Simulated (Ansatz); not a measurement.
`SC[TeH]` and `BCS` differ in one atom or group.

Ansatz, PBE0-D4/def2-TZVP geometries, multiplicity 1. Each molecule was computed in one conformer, which needn't be the lowest.

Elements past krypton have def2 core potentials.

```json
{"property": "HOMO–LUMO gap (ωB97M-V/def2-TZVPP) / eV", "`SC[TeH]`": "9.24"}
{"property": "HOMO energy (PBE/def2-TZVPP) / eV", "`SC[TeH]`": "-5.23"}
{"property": "HOMO–LUMO gap (PBE/def2-TZVPP) / eV", "`SC[TeH]`": "3.40"}
{"property": "HOMO energy (B3LYP/def2-TZVPP) / eV", "`SC[TeH]`": "-6.07"}
{"property": "size of the dipole moment (ωB97M-V/def2-TZVPP) / D", "`SC[TeH]`": "1.15"}
{"property": "size of the dipole moment (B3LYP/def2-TZVPP) / D", "`SC[TeH]`": "1.12"}
```

Task: Give the same properties after the change, and the shifts. (An estimate is asked.)

Result: Ansatz gave: 
```csv
property,`BCS`,shift
HOMO–LUMO gap (ωB97M-V/def2-TZVPP) / eV,9.31,0.07
HOMO energy (PBE/def2-TZVPP) / eV,-5.57,-0.34
HOMO–LUMO gap (PBE/def2-TZVPP) / eV,2.85,-0.55
HOMO energy (B3LYP/def2-TZVPP) / eV,-6.56,-0.49
size of the dipole moment (ωB97M-V/def2-TZVPP) / D,1.25,0.10
size of the dipole moment (B3LYP/def2-TZVPP) / D,1.28,0.16
```

With PBE0 the HOMO falls by 0.52 eV and the LUMO falls by 0.69 eV, so the gap narrows by about 0.17 eV. PBE moves the HOMO by -0.34 eV and ωB97M-V by -0.64 eV. The zero-point energy changes by 32.7 kJ/mol with +3 modes. Dipoles are sizes alone; their direction can turn.

B3LYP here is the variant with VWN-RPA as its local correlation; programs differ in this.

Spin–orbit coupling is left out; it splits and shifts lone-pair levels of the heavy atoms by tenths of an eV.
